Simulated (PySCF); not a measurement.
Al2O3, SMILES [O][Al][O][Al][O] (connectivity only; charge and spin as stated), neutral, multiplicity 1.

Geometry optimised at ωB97X-D3(BJ)/def2-SVP. The values are those of a single conformer.

Method: TDDFT-LC-ωPBE/def2-SVPD run with PySCF.

Vertical excitations; the highest root listed may be one member of a degenerate set. The molecule is in vacuum. State labels are in the subgroup D2h.

### Question
Estimate the UV-visible absorptions. (The exact figures need the calculation; the answer reports its results.)

### Answer

```tsv
state	symmetry	energy (eV)	λ (nm)	f	main pairs
S1	B2u	3.89	319	0.067	HOMO−1→LUMO, HOMO−2→LUMO+1 (degenerate set)
S2	B3u	3.89	319	0.067	HOMO→LUMO, HOMO−3→LUMO+1 (degenerate set)
S3	B2g	3.91	317	0.000	HOMO−3→LUMO, HOMO→LUMO+1 (degenerate set)
S4	B3g	3.91	317	0.000	HOMO−2→LUMO, HOMO−1→LUMO+1 (degenerate set)
S5	B1u	5.36	231	0.136	HOMO−4→LUMO 63 %, HOMO−5→LUMO+1 21 %
S6	Ag	5.50	226	0.000	HOMO−5→LUMO 56 %, HOMO−4→LUMO+1 25 %
S7	Au	6.31	197	0.000	HOMO→LUMO+3 29 %, HOMO−1→LUMO+2 29 %, HOMO−3→LUMO+4 18 %, HOMO−2→LUMO+5 18 %
S8	Au	6.43	193	0.000	HOMO−1→LUMO+2, HOMO→LUMO+3, HOMO−2→LUMO+5, HOMO−3→LUMO+4 (degenerate set)
S9	B1u	6.44	193	0.000	HOMO→LUMO+2, HOMO−1→LUMO+3, HOMO−3→LUMO+5, HOMO−2→LUMO+4 (degenerate set)
S10	B2u	7.34	169	0.030	HOMO−2→LUMO+1 54 %, HOMO−1→LUMO 24 %, HOMO−7→LUMO 12 %
T1	B3u	3.30	376	0	HOMO→LUMO, HOMO−3→LUMO+1 (degenerate set)
T2	B2u	3.30	376	0	HOMO−1→LUMO, HOMO−2→LUMO+1 (degenerate set)
T3	B2g	3.31	374	0	HOMO−3→LUMO, HOMO→LUMO+1 (degenerate set)
T4	B3g	3.31	374	0	HOMO−2→LUMO, HOMO−1→LUMO+1 (degenerate set)
```
Triplets are in the Tamm–Dancoff approximation, which puts them higher than full response would, so one can lie above its singlet here.
